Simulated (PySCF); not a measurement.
Peak assignment

Geometry:
| atom | x (Å) | y (Å) | z (Å) |
| --- | --- | --- | --- |
| C1 | 3.473 | 0.691 | 0.206 |
| S2 | 2.264 | 0.538 | 1.525 |
| C3 | 0.737 | 0.306 | 0.667 |
| C4 | -0.382 | 0.135 | 1.502 |
| C5 | -1.669 | -0.060 | 1.023 |
| C6 | -2.028 | -0.115 | -0.329 |
| C7 | -3.470 | -0.330 | -0.701 |
| P8 | -0.861 | 0.060 | -1.608 |
| C9 | 0.615 | 0.287 | -0.721 |
| H10 | 3.521 | -0.218 | -0.412 |
| H11 | 4.441 | 0.827 | 0.708 |
| H12 | 3.280 | 1.569 | -0.428 |
| H13 | -0.228 | 0.156 | 2.585 |
| H14 | -2.465 | -0.183 | 1.768 |
| H15 | -4.098 | 0.505 | -0.350 |
| H16 | -3.865 | -1.251 | -0.244 |
| H17 | -3.602 | -0.411 | -1.790 |
| H18 | 1.509 | 0.423 | -1.336 |

PySCF calculation with coordinates at the PBE0-D3(BJ)/def2-SVP level and PBE0/pcSseg-1 with gauge-including orbitals; gas phase, fast rotation and ring inversion assumed for equivalent nuclei, non-relativistic Hamiltonian, a single conformation.

Chemical shifts δ = σref − σ; $^{13}$C (σ = 184.41 ppm) and $^{1}$H (σ = 31.27 ppm) against TMS, all at this level.

Question: Assign these signals to the numbered atoms. $^{13}$C{$^{1}$H} NMR (computed): δ 172.8, 150.5, 149.7, 139.6, 132.7, 25.7, 17.1.

Answer: 
| δ (ppm) | atoms | environment | reason |
| --- | --- | --- | --- |
| 172.8 | C6 | substituted aromatic carbon | – |
| 150.5 | C3 | aromatic carbon bearing sulfur | – |
| 149.7 | C9 | aromatic CH | – |
| 139.6 | C5 | aromatic CH | the aromatic region |
| 132.7 | C4 | aromatic CH | – |
| 25.7 | C7 | methyl carbon on an aromatic ring | aliphatic region, no heteroatom directly attached |
| 17.1 | C1 | methyl carbon bonded to S | – |

C3 and C9 lie closer than the usual error of such a calculation, so a measured spectrum could show them in the other order.

Question: Assign these signals to the numbered atoms. $^{1}$H NMR (300 MHz, computed): δ 7.89 (m, 1H), 7.72 (m, 1H), 7.38 (m, 1H), 2.69 (m, 3H), 2.30 (s, 3H).

Answer: 
| δ (ppm) | atoms | environment | reason |
| --- | --- | --- | --- |
| 7.89 | H18 | hydrogen on an aromatic CH | ring-current deshielding |
| 7.72 | H14 | hydrogen on an aromatic CH | – |
| 7.38 | H13 | hydrogen on an aromatic CH | – |
| 2.69 | H15/H16/H17 | hydrogen on a methyl carbon on an aromatic ring | benzylic-type position, deshielded by the ring |
| 2.30 | H10/H11/H12 | hydrogen on a methyl carbon bonded to S | – |

Splittings by $^{31}$P in the carbon and heteronuclear signals aren't shown, as no couplings were computed. Shifts are as computed. Against solution values, carbons near 30 ppm lie about +2 ppm off and those near 130 ppm about +5 ppm; carbons on S a further +3 ppm. Of 1309 compounds with measured shifts, 239 miss one by over three times the rms of a fit or turn the order of signals round; such compounds aren't used in these exercises. No couplings were computed; multiplicities are counted from neighbouring protons, with m where these are inequivalent, close in shift, in a saturated or five-membered ring or joined by F or P, and br s for small geminal =CH2 splittings.
